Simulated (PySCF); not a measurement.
**Technetium: a sound run and one with changed settings**

Sound run: Tc [Kr] 4d5 5s2, Tc+ [Kr] 4d5 5s1. Computed with PySCF 2.14 in x2c-SVPall (6s5p5d1f, 53 functions), with the spin-free X2C one-electron Hamiltonian (Gaussian nucleus). The sound run starts from symmetry-adapted Hartree-Fock orbitals and uses a fine grid where one is needed.

Changed run: radial step 1.2 in ln r (0.13 in the sound run). This setting is unsound on purpose.

| species | method | sound run (hartree) | changed run (hartree) | converged |
| --- | --- | --- | --- | --- |
| Tc | UHF | -4282.64799 | -4282.64799 | yes |
| Tc | PBE | -4284.47806 | -4304.20122 | yes |
| Tc | B3LYP | -4284.92989 | -4300.25219 | yes |
| Tc+ | UHF | -4282.44337 | -4282.44337 | yes |
| Tc+ | PBE | -4284.22182 | -4303.90456 | yes |
| Tc+ | B3LYP | -4284.66061 | -4299.95171 | yes |

Ionisation energy of Tc:

| method | sound run (eV) | changed run (eV) |
| --- | --- | --- |
| UHF | 5.568 | 5.568 |
| PBE | 6.973 | 8.072 |
| B3LYP | 7.327 | 8.177 |

A coarse radial grid mis-integrates the density and the exchange-correlation energy, with errors of either sign; Hartree-Fock needs no grid.

For comparison, NIST gives 7.119 eV between the lowest levels.
